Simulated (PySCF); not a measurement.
Level of theory: B3LYP-D3(BJ)/def2-TZVP (PySCF). All species are isolated molecules in the gas phase. One relaxed conformer stands for a flexible species; it need not be the lowest. B3LYP has the VWN-RPA correlation part, as in Gaussian. Excitations are Tamm–Dancoff values on a coarser integration grid. The basis has no diffuse functions, so Rydberg states are missing or too high.

Reference species (SMILES): `OC1CC1` (H–O–C–C torsion 37°) (neutral, multiplicity 1).

- HOMO–LUMO gap: 7.70 eV
- S1 excitation (TDA): 6.48 eV

Changed species: `C/C=C\O` (C–C–O–H torsion 0°).

Predict the effect on the HOMO–LUMO gap and S1 excitation (TDA).

the HOMO–LUMO gap drops by 0.99 eV, to 6.71 eV; the S1 excitation (TDA) falls by 0.86 eV, to 5.62 eV.
